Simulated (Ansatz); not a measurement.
A nudged elastic band was laid between two geometries of C$_{2}$H$_{7}$NSSi (12 atoms, charge 0, multiplicity 1).

Level of theory: Ansatz, RKS PBE-D4/def2-SVP.

```yaml
movable_images: 5
climbing_image: yes
spring: 5.0 eV/Å²
optimiser: quadratic models (default)
start_path: IDPP
force_threshold: 0.03 eV/Å
iteration_limit: 60
end_points: relaxed
```

First end point:

```xyz
12
Properties=species:S:1:pos:R:3
C -1.815 1.016 0.040
N -0.799 0.356 -0.356
C 0.439 1.042 -0.609
S 1.769 0.318 0.458
Si 1.045 -1.729 0.505
H -2.760 0.479 0.254
H -1.809 2.124 0.187
H 0.724 0.880 -1.670
H 0.419 2.140 -0.402
H 2.215 -2.446 1.126
H -0.157 -1.955 1.377
H 0.806 -2.280 -0.874
```

Last end point:

```xyz
12
Properties=species:S:1:pos:R:3
C -1.821 0.568 -0.192
N -0.909 1.153 0.485
C 0.364 1.356 -0.158
S 1.728 0.485 0.743
Si 1.123 -1.561 0.419
H -2.808 0.383 0.275
H -1.685 0.226 -1.250
H 0.391 1.053 -1.234
H 0.646 2.427 -0.082
H 2.289 -2.381 0.890
H -0.111 -1.954 1.184
H 0.870 -1.808 -1.046
```

(1) Which bonds break or form, and what moves?

(2) What energy profile does the band end with?

(3) What is the geometry of the highest image?

## Answers

(1) No bond is made or broken. The dihedral C1–N2–C3–H8 goes from -121 to 5°.

(2) It converged. The highest image is number 5 of 0 to 6, 0.097 eV above the first end and 0.023 eV above the last; the last end lies 0.075 eV above the first. The profile has 2 maxima (images 2, 5) with wells between them (image 3): this band takes more than one step, which may be the mechanism or a detour left from its start path. A vibrational analysis at the climbing image gives one clearly imaginary mode, 82i cm⁻¹: a first-order saddle point.

```csv
image,path coordinate (Å),energy (eV),dihedral C1–N2–C3–H8 (°)
0,0.00,0.000,-121
1,0.89,0.034,-98
2,1.79,0.093,-66
3,2.68,0.057,-33
4,3.57,0.060,-9
5,4.46,0.097,-4
6,5.96,0.075,5
```

(3) 
```xyz
12
Properties=species:S:1:pos:R:3
C -1.747 0.730 -0.214
N -0.735 0.787 0.564
C 0.484 1.340 0.037
S 1.931 0.203 0.291
Si 0.974 -1.733 0.243
H -2.694 0.298 0.163
H -1.738 1.099 -1.270
H 0.430 1.609 -1.047
H 0.749 2.249 0.617
H 2.148 -2.670 0.175
H 0.155 -2.055 1.460
H 0.120 -1.912 -0.984
```

The run took 8.3 min on 2 threads of Arm Neoverse N1, with other jobs on the host, peak memory 0.18 GiB.
